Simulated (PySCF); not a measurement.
Species: C5H10OSi.
SMILES: `CO/C=C\[C@@H]1C[SiH2]1`

Computed with PySCF at wB97X-D/def2-SVPD, non-relativistic, on one gas-phase PBE0-D3(BJ)/def2-SVP geometry that isn't relaxed in the solvent. The solvent is an IEF-PCM continuum (van der Waals radii × 1.2), and excitations are vertical TDDFT with non-equilibrium linear response and a frozen core. The model holds no explicit solvent molecules, cavitation or dispersion.

Gas-phase singlets (H = HOMO, L = LUMO):

```json
{"state": "S1", "E (eV)": "5.462", "λ (nm)": "227", "f": "0.353", "leading configurations": "H→L 89%"}
{"state": "S2", "E (eV)": "5.862", "λ (nm)": "211", "f": "0.109", "leading configurations": "H→L+1 68%"}
{"state": "S3", "E (eV)": "6.118", "λ (nm)": "203", "f": "0.181", "leading configurations": "H→L+2 71%, H→L+1 11%"}
{"state": "S4", "E (eV)": "6.282", "λ (nm)": "197", "f": "0.073", "leading configurations": "H→L+3 31%, H→L+5 26%, H→L+4 24%"}
{"state": "S5", "E (eV)": "6.500", "λ (nm)": "191", "f": "0.004", "leading configurations": "H→L+5 28%, H→L+6 24%, H→L+3 20%"}
```

**Question.** Give the list for tetrahydrofuran (ε = 7.426), n² = 1.97.

**Answer.** 
```
state  E (eV)  λ (nm)      f           leading configurations  change by rank (eV)
   S1   5.378     231  0.469                          H→L 92%               -0.084
   S2   5.880     211  0.176                        H→L+1 76%               +0.018
   S3   6.129     202  0.158                        H→L+2 80%               +0.011
   S4   6.381     194  0.083  H→L+4 42%, H→L+5 20%, H→L+3 16%               +0.099
   S5   6.546     189  0.004  H→L+5 43%, H→L+3 24%, H→L+6 16%               +0.046
```

**Question.** How do the frontier levels move from gas to tetrahydrofuran?

**Answer.** 
| orbital | gas (eV) | solvent (eV) | change (eV) |
| --- | --- | --- | --- |
| LUMO+2 | 2.52 | 2.54 | +0.02 |
| LUMO+1 | 2.32 | 2.32 | 0.00 |
| LUMO | 1.82 | 1.79 | -0.03 |
| HOMO | -7.45 | -7.52 | -0.07 |
| HOMO-1 | -9.10 | -9.14 | -0.04 |
| HOMO-2 | -10.65 | -10.68 | -0.03 |
| HOMO-3 | -11.16 | -11.17 | -0.01 |

The HOMO–LUMO gap goes from 9.27 to 9.31 eV.

Conformer computed: `[CH3:1][O:2]/[CH:3]=[CH:4]\[C@@H:5]1[CH2:6][SiH2:7]1`: C1–O2–C3–C4 164°, C3–C4–C5–C6 -151°.
